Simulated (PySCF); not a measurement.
Computed IR spectrum (relative IR intensity) of a molecule C3H6O2Si. Geometry optimised at PBE0-D3(BJ)/def2-SVP. Other conformers were not sampled. Calculation: PBE0-D3(BJ)/def2-SVP in PySCF 2.14.0. Frequencies are harmonic and unscaled.

Lines under 2 % of the strongest are left out, and lines within 2 cm⁻¹ are merged.

```tsv
ν (cm⁻¹)	relative intensity
525	3.5
621	7.6
737	15
792	4.7
824	7.2
898	49
931	7.0
938	6.8
1013	2.4
1058	12
1128	26
1187	4.5
1317	9.1
1347	8.9
1828	100
2247	9.7
2257	16
2273	13
3052	7.5
3218	2.9
```

### Question
Pick the molecule that these values belong to.
(A) C=CC1O[SiH2]O1
(B) C=C1OC[Si@@H]1O
(C) C=C1OC([SiH3])O1
(D) O=C[C@H]1CO[SiH2]1

### Answer
C, C=C1OC([SiH3])O1
